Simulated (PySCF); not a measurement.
SbS: frontier orbitals

PBE0 at R = 2.227 Å; Sb cc-pVDZ-PP with ECP28, S cc-pV(D+d)Z; scalar-relativistic core potentials (PySCF 2.14). State: ²Π (doublet), unpaired electrons π ↑. Only the outer orbitals are listed, counted within each symmetry, core potentials removing the inner ones.

```csv
spin,orbital,occ.,ε (eV),on Sb (%),main shells (%)
α,7σ,1,-19.77,24,"73 S s, 19 Sb s"
α,8σ,1,-14.45,71,"69 Sb s, 21 S s, 8 S p"
α,9σ,1,-8.76,45,"52 S p, 36 Sb p"
α,4π,1,-8.37,35,"64 S p, 34 Sb p"
α,4π,1,-8.06,35,"64 S p, 34 Sb p"
α,5π,1,-5.44,67,"66 Sb p, 33 S p"
α,5π,0,-3.69,67,"66 Sb p, 33 S p"
α,10σ,0,-0.06,77,"68 Sb p, 26 S p"
α,11σ,0,5.40,95,"83 Sb s, 9 S d"
β,7σ,1,-19.54,23,"74 S s, 17 Sb s"
β,8σ,1,-13.75,70,"69 Sb s, 19 S s, 10 S p"
β,9σ,1,-8.51,46,"51 S p, 35 Sb p, 10 Sb s"
β,4π,1,-8.03,28,"71 S p, 27 Sb p"
β,4π,1,-7.48,26,"73 S p, 24 Sb p"
β,5π,0,-3.41,73,"73 Sb p, 26 S p"
β,5π,0,-2.70,76,"75 Sb p, 24 S p"
β,10σ,0,0.21,78,"69 Sb p, 24 S p"
```

**Question.** Which are the highest filled and the lowest empty level, where do they sit, and how wide is the gap?

**Answer.** Highest filled α 5π at -5.44 eV (in %: 66 Sb p, 33 S p); lowest empty α 5π at -3.69 eV (in %: 66 Sb p, 33 S p); the gap at PBE0 is 1.75 eV. Both belong to one degenerate shell, split only by its one-sided filling, so this is no excitation gap.

* bond order (Mayer): 2.20
* ⟨S²⟩: 0.759
* charge on Sb (Mulliken, basis-dependent): 0.30
* charge on Sb (Löwdin, basis-dependent): 0.27
* dipole moment (positive dipole means Sb(−)S(+)): -2.52 D
* polarisability along the bond: 75.9 bohr³
* polarisability across the bond: 29.4 bohr³

Spin–orbit coupling is left out. The state is the lowest determinant that a PBE0 search found; another state may lie lower at other levels.
